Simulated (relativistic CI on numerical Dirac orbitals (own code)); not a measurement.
**Cr2+ in a cubic cluster: 1s photoemission with charge transfer**

Computed with a charge-transfer multiplet model of a cubic metal-ligand cluster with up to 2 ligand holes, Slater and spin-orbit integrals from Dirac-Coulomb-Breit ions, Slater integrals scaled by 0.8. The parameters are those of a tetrahedral site (10Dq negative, t2 hopping the larger). The ground state mixes d4 with configurations of k ligand holes L, whose averages lie at kΔ + k(k − 1)U_dd/2; a core hole lowers each added d electron by U_cd. 20 K, Lorentzian 1.1 eV and Gaussian 0.6 eV FWHM.

Atomic integrals in eV (Slater integrals scaled, ζ unscaled), ground: F2dd 7.675, F4dd 4.768, zeta_d 0.027; with the core hole: F2dd 9.148, F4dd 5.723, zeta_d 0.045, G2cd 0.043.

Cluster parameters (eV): Δ = 5.1, U_cd = 7.8, 10Dq = -0.25, 10Dq(ligand) = 0, V(eg) = 1.23, V(t2g) = -2.08, final-state hopping factor = 1.

```tsv
Case	n_d	d4	d5L	d6L2	S
U_dd = 6 eV	4.35	0.67	0.31	0.02	2.00
U_dd = 6.7 eV	4.35	0.67	0.30	0.02	2.00
U_dd = 8.1 eV	4.34	0.68	0.30	0.02	2.00
```

Weights, n_d and S are thermal averages at 20 K. Binding energies count from the first peak over 30 % of the highest in each spectrum, which can be another peak from case to case. The parameters are a model scan and need not match a compound or its usual spin state. Peaks in eV (height, largest 100):
- U_dd = 6 eV: 0.0 (100), 3.6 (16), 6.9 (6), 9.2 (33)
- U_dd = 6.7 eV: 0.0 (100), 3.6 (17), 6.9 (5), 9.3 (33)
- U_dd = 8.1 eV: 0.0 (100), 3.5 (17), 7.0 (5), 9.6 (31)

Curve for U_dd = 6.7 eV (points under 2 left out, the grid thinned):

E (eV), Intensity and a bar:
```
     -4.0        2.4 
     -3.6        2.9 
     -3.2        3.7 #
     -2.8        4.7 #
     -2.5        5.9 #
     -2.1        8.3 ##
     -1.7       12.4 ###
     -1.3       20.4 ######
     -0.9       37.6 ###########
     -0.5       70.4 #####################
     -0.1       99.4 ##############################
      0.2       91.3 ###########################
      0.6       55.3 ################
      1.0       29.4 ########
      1.4       17.3 #####
      1.8       11.8 ###
      2.2        9.6 ##
      2.6        9.6 ##
      3.0       12.3 ###
      3.3       15.4 ####
      3.7       16.2 ####
      4.1       11.9 ###
      4.5        8.2 ##
      4.9        6.3 #
      5.3        5.3 #
      5.7        4.8 #
      6.0        4.6 #
      6.4        5.0 #
      6.8        5.5 #
      7.2        5.4 #
      7.6        5.7 #
      8.0        7.7 ##
      8.4       12.8 ###
      8.8       23.0 ######
      9.1       30.9 #########
      9.5       30.3 #########
      9.9       19.4 #####
     10.3       10.9 ###
     10.7        6.5 #
     11.1        4.4 #
     11.5        3.4 
     11.8        3.2 
     12.2        3.1 
     12.6        2.7 
     13.0        2.0
```

For the case U_dd = 6 eV, Δ = 5.1 eV is smaller than U_dd = 6 eV, the charge-transfer side of the Zaanen-Sawatzky-Allen scheme. With the core hole the average of the configuration with one ligand hole lies at Δ − U_cd = -2.7 eV before mixing: the effective hopping of about 4.3 eV (from the holes of the mixed ground state) is comparable with this gap or larger, so the configurations mix strongly.
